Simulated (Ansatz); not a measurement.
Relaxation of ClH4InO2S (9 atoms, charge 0, multiplicity 1), to a largest force component of 0.03 eV/Å in at most 50 steps.

These are results of Ansatz 0.2.0, RKS CAM-B3LYP/def2-SVP, not measurements.

```xyz
9
Properties=species:S:1:pos:R:3
In -0.066 -0.365 -0.184
Cl -0.086 -0.760 2.203
O 1.695 -0.322 -1.066
H 2.415 -0.475 -0.441
O -1.786 -0.346 -1.140
H -2.538 -0.383 -0.536
S -0.096 2.905 1.459
H 1.250 2.987 1.513
H -0.125 1.810 2.298
```

Where does it end, and by what steps?

The run converged. After 22 steps the energy has fallen by 0.390 eV; O3 moved furthest, 1.14 Å. Joined: In1–S7 (3.66 → 2.76 Å).

| step | energy less start (eV) | largest force component (eV/Å) | accepted |
| --- | --- | --- | --- |
| 0 | 0.0000 | 0.751 | yes |
| 1 | -0.1054 | 0.516 | yes |
| 2 | -0.2184 | 0.423 | yes |
| 3 | -0.2611 | 0.485 | yes |
| 4 | -0.2478 | 0.909 | no |
| 5 | -0.2856 | 0.583 | yes |
| 6 | -0.3056 | 0.432 | yes |
| 7 | -0.3210 | 0.205 | yes |
| 8 | -0.3295 | 0.065 | yes |
| 9 | -0.3323 | 0.186 | yes |
| 10 | -0.3386 | 0.759 | yes |
| 11 | -0.3602 | 0.368 | yes |
| 12 | -0.3476 | 0.307 | no |
| 13 | -0.3710 | 0.277 | yes |
| 14 | -0.3763 | 0.167 | yes |
| 15 | -0.3779 | 0.450 | yes |
| 16 | -0.3437 | 0.403 | no |
| 17 | -0.3839 | 0.083 | yes |
| 18 | -0.3815 | 0.232 | no |
| 19 | -0.3861 | 0.056 | yes |
| 20 | -0.3876 | 0.032 | yes |
| 21 | -0.3880 | 0.219 | yes |
| 22 | -0.3898 | 0.009 | yes |

```xyz
9
Properties=species:S:1:pos:R:3
In -0.202 -0.075 0.301
Cl -0.490 -1.209 2.347
O 1.675 0.427 -0.212
H 2.142 -0.171 -0.807
O -1.593 -0.209 -1.109
H -2.419 -0.591 -0.787
S -0.007 2.522 1.224
H 1.219 2.262 0.690
H 0.340 2.093 2.457
```

Whether the end is a true minimum wasn't checked by a vibrational analysis.

Run time: 61 s on 4 threads of Arm Neoverse V1, on a shared host, peak memory 0.35 GiB.
